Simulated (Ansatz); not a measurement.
Born–Oppenheimer molecular dynamics of AlH6NO3 (11 atoms, charge 0, multiplicity 1). It starts at the highest image of a converged band, a first-order saddle point between two minima.

Theory: RKS B3LYP-D4/def2-SVP in Ansatz.

| Item | Value |
| --- | --- |
| ensemble | NVE (velocity Verlet) |
| time step | 0.5 fs |
| steps asked | 200 |
| starting velocities drawn for | 100 K |
| seed | 5302 |

First frame:

```xyz
11
Properties=species:S:1:pos:R:3
Al -0.083 -0.412 0.328
O 1.044 -0.078 -1.196
O 0.782 -0.919 1.716
O -1.424 -1.335 -0.216
H 0.517 0.909 -1.013
N -0.373 1.441 0.009
H 0.803 -0.483 -2.041
H 1.727 -0.831 1.861
H -1.676 -2.171 0.184
H -1.310 1.727 -0.274
H -0.009 2.152 0.642
```

(1) How far do the bonds stretch over the last three quarters of this one trajectory? (Pairs bonded in most of those frames.)

## Answers

(1) 
```csv
bond,mean (Å),spread (Å),shortest,longest
Al1–O2,1.753,0.072,1.66,1.91
Al1–O3,1.735,0.022,1.71,1.78
Al1–O4,1.728,0.020,1.70,1.77
Al1–N6,2.152,0.136,1.93,2.30
O2–H7,0.963,0.005,0.95,0.97
O3–H8,0.961,0.008,0.95,0.97
O4–H9,0.962,0.006,0.95,0.97
H5–N6,1.038,0.055,0.95,1.19
N6–H10,1.024,0.023,0.98,1.07
N6–H11,1.024,0.008,1.01,1.05
```

Mean temperature of the second half: 487 K. The conserved energy stayed within 0.24 meV per atom of its start (net change -0.017 meV per atom), so the integration is sound. The kinetic energy rose, since the run started high on the potential surface and went downhill. A run of 0.1 ps of so small a system gives no equilibrium averages. The orbitals stay closed-shell, which can raise the energy where a bond breaks towards radicals; this wasn't checked here.

Run time: 7.1 min on 2 threads of Arm Neoverse V2 (shared host), peak memory 0.21 GiB.
